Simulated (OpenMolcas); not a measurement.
**CHClFNOSi (SMILES O=C=N[SiH](F)Cl): the vertical ionisation energy, rung by rung**

The species is CHClFNOSi (7 atoms), meant as a singlet with charge 0. As SMILES, `O=C=N[SiH](F)Cl`. Geometry: relaxed at PBE0-D4/def2-TZVP. This is one conformer, not always the lowest.

Quantity: the vertical ionisation energy (to the doublet cation), in eV. The values are calculated.

| level | kind | program | value (eV) | CPU time (all runs) |
| --- | --- | --- | --- | --- |
| HF/6-31G* (spherical functions) | Hartree–Fock | OpenMolcas | 10.86 | 73 s |
| SVWN5/6-31G* (spherical functions) | LDA | OpenMolcas | 11.14 | 86 s |
| TPSS/6-31G* (spherical functions) | meta-GGA | OpenMolcas | 10.98 | 3.2 min |
| r2SCAN/6-31G* (spherical functions) | meta-GGA | OpenMolcas | 11.25 | 3.5 min |
| B3LYP/6-31G* (spherical functions) | global hybrid | OpenMolcas | 11.35 | 2.3 min |
| BHLYP/6-31G* (spherical functions) | global hybrid | OpenMolcas | 11.68 | 3.5 min |
| PBE0/6-31G* (spherical functions) | global hybrid | OpenMolcas | 11.47 | 2.4 min |
| B3LYP/6-31G* (Cartesian functions) | global hybrid | OpenMolcas | 11.36 | 3.2 min |

The values span 10.86 to 11.68 eV. Spin contamination of the reference (⟨S²⟩ at least 0.1 too high) touches HF/6-31G*. CPU times are rough (shared hosts, several kinds of processor): they show what a rung costs within a factor of a few.
